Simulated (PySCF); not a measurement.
C3H10MgSeSi (SMILES C[Si](C)(C)[Mg][SeH]), singlet, at a GFN2-xTB geometry (such geometries of metal compounds can be far from the true shape). Base run: DF-R2SCAN/pcseg-0 (PySCF).

PySCF was given this input:
```python
from pyscf import gto, scf, dft

mol = gto.M(
    atom='''
Mg   -0.02742195    0.47467911    0.96456118
Se   -1.00409872    2.33141264   -0.41408745
H    -1.35880348    3.50730469    0.28738651
Si    0.75214851   -1.76127681    0.27940854
C    -0.73928200   -2.48201399   -0.68932521
C     1.35310098   -3.07188542    1.54456855
C     2.16383571   -1.42659137   -0.97707517
H    -0.48039897   -3.37383214   -1.25501404
H    -1.55350076   -2.74554396   -0.01573296
H    -1.12171399   -1.74315149   -1.39468457
H     0.57574525   -3.30828155    2.26575123
H     2.21965851   -2.71797513    2.09577134
H     1.63417645   -3.99727136    1.04816178
H     3.06282838   -1.07518736   -0.47341754
H     1.86131273   -0.65667537   -1.68784705
H     2.43310819   -2.31274500   -1.54686444
''',
    basis='pcseg-0',
    verbose=4,
    max_memory=1800,
)

mf = dft.RKS(mol)
mf.xc = 'r2scan'
mf = mf.density_fit(auxbasis='def2-universal-jkfit')
mf.kernel()
```

All variants below ran on the same shared machine, one core each. Differences are taken from the largest basis of the pcseg family in the series, which isn't the basis-set limit (pcseg-2: -3011.484928 Eh). The cheapest run took very roughly 50 core-seconds.

```csv
setting,basis functions,"cost, times the cheapest (rough)",difference in total energy (mEh)
pcseg-0,92,1,3972.58
pcseg-1,147,2,442.19
pcseg-2,326,5,reference
```

Times come from a shared machine, hold the start-up and are rough. Total energies converge more slowly with the basis than energy differences do.
